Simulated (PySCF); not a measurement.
## Peak assignment

Geometry:
```csv
atom,x (Å),y (Å),z (Å)
C1,-2.625,-0.261,-0.425
N2,-2.216,-0.852,0.854
B3,-1.060,-0.023,1.672
C4,0.271,-0.084,0.778
C5,0.730,1.019,0.039
C6,1.858,0.942,-0.779
C7,2.563,-0.256,-0.887
C8,2.135,-1.369,-0.163
C9,1.011,-1.274,0.657
H10,-3.374,-0.880,-0.940
H11,-3.035,0.738,-0.233
H12,-1.734,-0.150,-1.057
H13,-3.019,-0.947,1.477
H14,-1.859,-1.798,0.703
H15,-1.522,1.105,1.808
H16,-0.963,-0.628,2.736
H17,0.187,1.966,0.116
H18,2.191,1.823,-1.336
H19,3.447,-0.321,-1.526
H20,2.688,-2.310,-0.230
H21,0.709,-2.152,1.242
```

[PySCF 2.14.0 with density-fitted response routines: σ from GIAO-CAM-B3LYP/pcSseg-1; PBE0-D3(BJ)/def2-SVP geometry; one averaged value for each set of equivalent atoms; isolated molecule; one computed conformer; non-relativistic]

δ = σ(ref) − σ, references computed at the same level: 13C (σ = 182.45 ppm) and 1H (σ = 31.33 ppm) vs TMS.

(1) Assign these signals to the numbered atoms. 13C{1H} NMR (computed): δ 160.2, 145.2, 136.9, 134.7, 31.2.

(2) Assign these signals to the numbered atoms. 1H NMR (400 MHz, computed): δ 7.55 (d, 2H), 7.32 (m, 2H), 7.21 (m, 1H), 2.82 (br, 2H), 2.51 (br s, 2H), 2.20 (s, 3H).

Results:

(1) 
```tsv
δ (ppm)	atoms	environment	reason
160.2	C4	substituted aromatic carbon	–
145.2	C5/C9	aromatic CH	–
136.9	C6/C8	aromatic CH	the aromatic region
134.7	C7	aromatic CH	–
31.2	C1	methyl carbon bonded to N	deshielded by the electronegative neighbour
```

(2) 
7.55 → H17/H21, hydrogen on an aromatic CH: the ring current deshields protons in the ring plane
7.32 → H18/H20, hydrogen on an aromatic CH
7.21 → H19, hydrogen on an aromatic CH
2.82 → H15/H16, hydrogen on a boron bonded to C, N
2.51 → H13/H14, hydrogen on a donor nitrogen of a Lewis adduct: exchangeable; this is the value without hydrogen bonding to other molecules
2.20 → H10/H11/H12, hydrogen on a methyl carbon bonded to N: its carbon carries N, which withdraws density

H18/H20 and H19 lie closer than the usual error of such a calculation, so a measured spectrum could show them in the other order.

Exchangeable OH/NH protons stand at their gas-phase positions; hydrogen bonding in a real sample shifts them, mostly to higher δ. Hydrogens on boron are broadened and split by 11B (spin 3/2, 80 %) and 10B (spin 3). A carbon bonded to boron is broadened by the quadrupolar boron nucleus and is often missing from a measured spectrum. Shifts are as computed, not scaled to solution data. Of 1309 compounds with measured shifts, 239 miss one by over three times the rms of a fit or turn the order of signals round; such compounds aren't used in these exercises. Multiplicities follow the n + 1 count of equivalent neighbours, as no J values were calculated; m marks all less simple cases, F and P coupling included.
